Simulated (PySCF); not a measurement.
# Xe⁺ (xenon, charge +1): PBE calculation

Configuration: [Kr] 4d10 5s2 5p5, 2P determinant. All numbers are calculated (PySCF 2.14, scalar relativity by spin-free X2C-1e, in aug-cc-pVQZ-DK3 (9s8p6d3f2g, 102 functions)).

```
Total energy                                                  : -7445.30 hartree
One-electron energy                                           : -10176.75 hartree
Hartree (Coulomb) energy                                      : 2919.74 hartree
Exchange-correlation energy                                   : -188.28 hartree
⟨S²⟩                                                          : 0.7526
⟨L²⟩                                                          : 2.019
Sum of ⟨r⟩                                                    : 35.51 bohr
Sum of ⟨r²⟩                                                   : 50.80 bohr²
Traceless quadrupole moment −½Σ⟨3z² − r²⟩ along its main axis : 1.85 e·bohr²
Langevin diamagnetic susceptibility                           : -40.2 ×10⁻⁶ cm³/mol
```

```json
{"shell": "1s α", "electrons": "1", "mean orbital energy (hartree)": "-1260.74724", "spread (hartree)": "0", "rms radius, mean of both spins (bohr)": "0.0305"}
{"shell": "1s β", "electrons": "1", "mean orbital energy (hartree)": "-1260.74586", "spread (hartree)": "0", "rms radius, mean of both spins (bohr)": "0.0305"}
{"shell": "2s α", "electrons": "1", "mean orbital energy (hartree)": "-196.58713", "spread (hartree)": "0", "rms radius, mean of both spins (bohr)": "0.124"}
{"shell": "2s β", "electrons": "1", "mean orbital energy (hartree)": "-196.58654", "spread (hartree)": "0", "rms radius, mean of both spins (bohr)": "0.124"}
{"shell": "2p α", "electrons": "3", "mean orbital energy (hartree)": "-176.61457", "spread (hartree)": "0.00463", "rms radius, mean of both spins (bohr)": "0.111"}
{"shell": "2p β", "electrons": "3", "mean orbital energy (hartree)": "-176.61344", "spread (hartree)": "0.00278", "rms radius, mean of both spins (bohr)": "0.111"}
{"shell": "3s α", "electrons": "1", "mean orbital energy (hartree)": "-40.52824", "spread (hartree)": "0", "rms radius, mean of both spins (bohr)": "0.327"}
{"shell": "3s β", "electrons": "1", "mean orbital energy (hartree)": "-40.52705", "spread (hartree)": "0", "rms radius, mean of both spins (bohr)": "0.327"}
{"shell": "3p α", "electrons": "3", "mean orbital energy (hartree)": "-34.05644", "spread (hartree)": "0.01058", "rms radius, mean of both spins (bohr)": "0.327"}
{"shell": "3p β", "electrons": "3", "mean orbital energy (hartree)": "-34.05509", "spread (hartree)": "0.00842", "rms radius, mean of both spins (bohr)": "0.327"}
{"shell": "3d α", "electrons": "5", "mean orbital energy (hartree)": "-24.38056", "spread (hartree)": "0.00946", "rms radius, mean of both spins (bohr)": "0.305"}
{"shell": "3d β", "electrons": "5", "mean orbital energy (hartree)": "-24.37929", "spread (hartree)": "0.00746", "rms radius, mean of both spins (bohr)": "0.305"}
{"shell": "4s α", "electrons": "1", "mean orbital energy (hartree)": "-7.61993", "spread (hartree)": "0", "rms radius, mean of both spins (bohr)": "0.762"}
{"shell": "4s β", "electrons": "1", "mean orbital energy (hartree)": "-7.61699", "spread (hartree)": "0", "rms radius, mean of both spins (bohr)": "0.762"}
{"shell": "4p α", "electrons": "3", "mean orbital energy (hartree)": "-5.56498", "spread (hartree)": "0.02385", "rms radius, mean of both spins (bohr)": "0.816"}
{"shell": "4p β", "electrons": "3", "mean orbital energy (hartree)": "-5.56192", "spread (hartree)": "0.01864", "rms radius, mean of both spins (bohr)": "0.816"}
{"shell": "4d α", "electrons": "5", "mean orbital energy (hartree)": "-2.55350", "spread (hartree)": "0.02636", "rms radius, mean of both spins (bohr)": "0.947"}
{"shell": "4d β", "electrons": "5", "mean orbital energy (hartree)": "-2.54876", "spread (hartree)": "0.01823", "rms radius, mean of both spins (bohr)": "0.947"}
{"shell": "5s α", "electrons": "1", "mean orbital energy (hartree)": "-1.08014", "spread (hartree)": "0", "rms radius, mean of both spins (bohr)": "1.94"}
{"shell": "5s β", "electrons": "1", "mean orbital energy (hartree)": "-1.05070", "spread (hartree)": "0", "rms radius, mean of both spins (bohr)": "1.94"}
{"shell": "5p α", "electrons": "3", "mean orbital energy (hartree)": "-0.63800", "spread (hartree)": "0.04618", "rms radius, mean of both spins (bohr)": "2.34"}
{"shell": "5p β", "electrons": "2", "mean orbital energy (hartree)": "-0.60969", "spread (hartree)": "0", "rms radius, mean of both spins (bohr)": "2.34"}
```

Densities and radii are taken from the X2C orbitals without a picture-change correction, which distorts them close to the nucleus.
